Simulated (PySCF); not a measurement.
Geometry (Å), atoms numbered from 1 in this order:
```xyz
27

B     3.699   -0.987    0.193
N     2.407   -0.764   -0.283
C     2.069   -0.267   -1.615
C     0.811    0.585   -1.478
N    -0.053   -0.105   -0.533
C    -1.434    0.342   -0.350
C    -2.098   -0.597    0.658
C    -2.201    0.254   -1.673
C    -1.480    1.778    0.186
Si    0.910   -0.966    0.638
H     3.839   -1.399    1.326
H     4.657   -0.766   -0.517
H     2.908    0.304   -2.039
H     1.860   -1.115   -2.292
H     1.086    1.606   -1.139
H     0.325    0.692   -2.461
H    -1.581   -0.570    1.633
H    -2.096   -1.634    0.289
H    -3.140   -0.297    0.840
H    -1.811    0.960   -2.422
H    -2.128   -0.762   -2.089
H    -3.264    0.495   -1.521
H    -2.518    2.111    0.341
H    -1.007    2.482   -0.515
H    -0.948    1.849    1.148
H     0.497   -2.388    0.824
H     1.048   -0.355    1.997
```

Geometry: PBE0-D3(BJ)/def2-SVP; GIAO shifts from PySCF 2.14.0 with density-fitted response routines, gas phase, non-relativistic, averaged over equivalent atoms.

At PBE/pcSseg-1 (262 basis functions, 110 s wall time on 1 thread of an Arm Neoverse V1, shared host):
```
                              atoms  δ (ppm)
                                 B1     39.1
                                 N2    161.6
                                 N5     74.1
                                 C3     59.7
                                 C6     54.1
                                 C4     49.4
                           C7/C8/C9     30.3
                               Si10    -28.5
                            H26/H27     5.59
                            H11/H12     5.24
                            H13/H14     3.69
                            H15/H16     3.06
H17/H18/H19/H20/H21/H22/H23/H24/H25     1.31
```

References, each an isolated molecule treated in the same way: ¹¹B (σ = 94.77 ppm) vs BF3·OEt2; ¹⁵N (σ = 265.06 ppm) vs NH3; ¹³C (σ = 180.03 ppm) and ²⁹Si (σ = 334.61 ppm) and ¹H (σ = 31.20 ppm) vs TMS.

Estimate the result of repeating the calculation with PBE0/pcSseg-1.

## Answers


```
                              atoms  δ at PBE0/pcSseg-1  change
                                 B1                41.2    +2.1
                                 N2               148.2   -13.4
                                 N5                62.4   -11.7
                                 C3                56.9    -2.8
                                 C6                50.9    -3.2
                                 C4                47.1    -2.3
                           C7/C8/C9                29.9    -0.4
                               Si10               -25.5    +3.0
                            H26/H27                5.30   -0.29
                            H11/H12                5.17   -0.07
                            H13/H14                3.56   -0.13
                            H15/H16                2.88   -0.18
H17/H18/H19/H20/H21/H22/H23/H24/H25                1.25   -0.06
```

Shifts are taken against calculated references (same method and geometry level): ¹¹B (100.73 ppm) vs BF3·OEt2; ¹⁵N (265.67 ppm) vs NH3; ¹³C (184.41 ppm), ²⁹Si (351.99 ppm), ¹H (31.27 ppm) against TMS.

The largest change is at N2 (nitrogen bonded to C, B, Si, in a 5-membered ring). Cost: 262 basis functions, 92 s wall time on 1 thread of an Arm Neoverse V1, shared host. The order of the carbon signals is the same at both levels.

The carbons averaged at δ 30.3 differ by 9 ppm in this conformer. Experimental scales use liquid or dissolved standards, which lie at an offset from isolated NH3 (liquid NH3: subtract about 20 ppm). Unscaled 15N shifts of sp2 nitrogen come out 20 to 40 ppm too high even then.
